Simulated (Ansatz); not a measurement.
```yaml
crystal:
  periodic: [false, false, false]
  atoms:
    - {symbol: F, position_ang: [-2.030271, -0.732542, 0.058063]}
    - {symbol: Si, position_ang: [-1.539371, 0.208812, -1.161098]}
    - {symbol: O, position_ang: [-0.051042, 0.660816, -0.657271]}
    - {symbol: P, position_ang: [0.954839, 0.529278, 0.656882]}
    - {symbol: H, position_ang: [2.099492, 0.050620, -0.040442]}
    - {symbol: H, position_ang: [0.608554, -0.780984, 1.097764]}
basis:
  gaussian: {orbitals: "6-311G**"}
hamiltonian: {xc: {name: B3LYP5}}
```

```sh
$ ansatz run in.yaml --threads 2 --pin off --events-out ev --progress --plain --max-ram 4352MiB
```

It prints (some lines left out):

```
Error: <dir> can't be read: No such file or directory (os error 2)
```
